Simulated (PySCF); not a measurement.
F4Se. Atoms are numbered in the order given.

```xyz
5

Se     0.0000     0.0000    -0.3265
F      0.0000     1.7822    -0.1627
F      1.3241     0.0000     0.7794
F      0.0000    -1.7822    -0.1627
F     -1.3241     0.0000     0.7794
```

The structure is a stationary point at TPSSh-D3(BJ)/def2-SVP. The isomer is the one that the SMILES or the coordinates give; other isomers of the formula were not compared.

Computed with PBE/pcSseg-1 (PySCF).

GIAO shieldings, no solvent; atoms listed in one row are averaged. δ = σ(ref) − σ: ⁷⁷Se against Me2Se (σ = 1634.8 ppm); ¹⁹F against CFCl3 (σ = 133.6 ppm), references at their B3LYP-D3(BJ)/def2-TZVP geometries, non-relativistic.

```
nucleus   atoms  count  δ (ppm)
-------  ------  -----  -------
⁷⁷Se        Se1      1   1263.9
¹⁹F      F4, F2      2     97.5
¹⁹F      F5, F3      2     66.3
```
